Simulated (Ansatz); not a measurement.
`CN([SiH2]O)[SiH](O)F`. The species carries charge 0 and has multiplicity 1.

Z-matrix (Å, degrees):
```
C
N 1 1.468
H 1 1.095 2 110.4
H 1 1.095 2 111.9 3 120.3
H 1 1.091 2 111.1 3 -118.4
Si 2 1.740 1 113.6 3 -41.2
Si 2 1.693 1 118.9 3 140.7
O 6 1.633 2 110.8 1 -177.1
H 6 1.485 2 110.3 1 -58.1
H 6 1.489 2 106.9 1 59.4
O 7 1.644 2 107.0 1 -156.6
F 7 1.595 2 108.8 1 -37.5
H 7 1.479 2 116.8 1 80.3
H 8 0.964 6 114.8 2 -31.0
H 11 0.959 7 117.0 2 -162.6
```

(1) Give the diagnostics of a CCSD(T)/def2-TZVPP run (frozen core, the Gaussian-basis code of Ansatz). (Best estimate.)

Results:

(1) Ansatz gave: T1 = 0.0114, largest single amplitude 0.010, largest double 0.013, (T) share of the correlation energy 3.4 %, 9 CCSD cycles. The RHF solution is stable towards an unrestricted one. T1 lies under the customary mark of 0.02 for closed shells.
